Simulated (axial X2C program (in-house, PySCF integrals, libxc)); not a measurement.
## Estimating the spin–orbit splitting of the π levels of SrCl⁺

Computed with an in-house all-electron X2C program for linear molecules (integrals from PySCF). Spin-free means the one-electron spin-free X2C Hamiltonian; two-component (2c) means X2C with spin–orbit coupling and atomic mean-field two-electron Coulomb and Gaunt terms, so the difference of the two also holds small scalar two-electron terms. Basis: Sr dyall-cv3z [13s12p8d5f1g], Cl dyall-av3z [9s8p3d2f] (cores contracted in-house); Gaussian nuclei, density fitting, unrestricted open shells. Masses: Sr 87.906 u, Cl 34.969 u.

Hartree–Fock at 2.463 Å, closed shell. Valence p splittings ε(p3/2) − ε(p1/2) of spherical Dirac–Hartree–Fock atoms with fractionally filled p shells: Cl 3p 0.140 eV.

```csv
"filled π level (eV), spin-free",Sr p share,Cl p share
-15.40,< 0.02,0.89
```

In first order a p shell splits by 3ζ/2 and a π orbital by ζ. Estimate the splitting of each π level from the shares.

level -15.40 eV: (2/3) × (0.89 × 0.140) = 0.08 eV.

The two-component Hartree–Fock calculation gives:

```
ε(ω = 1/2) (eV)  σ share of it  ε(ω = 3/2) (eV)  splitting (eV)  estimate (eV)
        -15.440           0.01          -15.356            0.08           0.08
```

The estimate leaves out the mixing of π1/2 with σ1/2 levels, which pushes the ω = 1/2 spinor up or down, the d and f parts of the orbital, small shares of the strongly split outer-core p shell of a metal, the Gaunt term (absent from the atomic values), and the change of the atomic p orbitals with charge; Löwdin shares depend on the basis.
